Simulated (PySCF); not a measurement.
## The first ionisation energy along the 4p block

Calculated with PySCF 2.14 from differences of total energies of unrestricted determinants, without spin-orbit coupling. Values in eV. The last column holds reference values (NIST; (s) semi-empirical, (t) theoretical, else measured). Unmarked ones compare directly (S terms, centres of terms, or small fine structure); those marked * lie between the lowest fine-structure levels and include a spin-orbit shift.

| element | configurations | UHF | LDA | PBE0 | SCS-MP2 (valence) | CCSD (valence) | CCSD(T) (valence) | reference |
| --- | --- | --- | --- | --- | --- | --- | --- | --- |
| Ga (aug-cc-pVTZ-PP with ECP10MDF, ECP) | [Ar] 3d10 4s2 4p1 → [Ar] 3d10 4s2 | 5.533 | 5.995 | 5.949 | 5.727 | 5.802 | 5.827 | 5.931 |
| Ge (aug-cc-pVTZ-PP with ECP10MDF, ECP) | [Ar] 3d10 4s2 4p2 → [Ar] 3d10 4s2 4p1 | 7.404 | 7.964 | 7.888 | 7.681 | 7.784 | 7.814 | 7.925 |
| As (aug-cc-pVTZ-PP with ECP10MDF, ECP) | [Ar] 3d10 4s2 4p3 → [Ar] 3d10 4s2 4p2 | 9.415 | 9.983 | 9.914 | 9.754 | 9.870 | 9.905 | 10.008 |
| Se (aug-cc-pVTZ-PP with ECP10MDF, ECP) | [Ar] 3d10 4s2 4p4 → [Ar] 3d10 4s2 4p3 | 8.544 | 9.845 | 9.598 | 9.313 | 9.361 | 9.397 | 9.635 |
| Br (aug-cc-pVTZ-PP with ECP10MDF, ECP) | [Ar] 3d10 4s2 4p5 → [Ar] 3d10 4s2 4p4 | 10.717 | 12.032 | 11.768 | 11.573 | 11.573 | 11.616 | 11.844 |
| Kr (aug-cc-pVTZ-PP with ECP10MDF, ECP) | [Kr] → [Ar] 3d10 4s2 4p5 | 13.053 | 14.295 | 14.051 | 13.954 | 13.911 | 13.960 | 14.222 |

Which of these methods has the smallest mean absolute error against the measured values here?

PBE0, with 0.072 eV.

```tsv
method	elements	mean error (eV)	mean absolute error (eV)	largest error (eV)
UHF	6	-0.816	0.816	-1.168
LDA	6	0.092	0.100	0.210
PBE0	6	-0.066	0.072	-0.170
SCS-MP2 (valence)	6	-0.260	0.260	-0.323
CCSD (valence)	6	-0.211	0.211	-0.311
CCSD(T) (valence)	6	-0.174	0.174	-0.262
```

Errors include the incompleteness of the basis and the frozen core.

"Valence" correlates the outer s and p shells and, in groups 3 to 12 and the f block, the outer d or f shell, open or full, or the next shell where the ion has no valence electron left; the wider scheme adds the next inner shell.
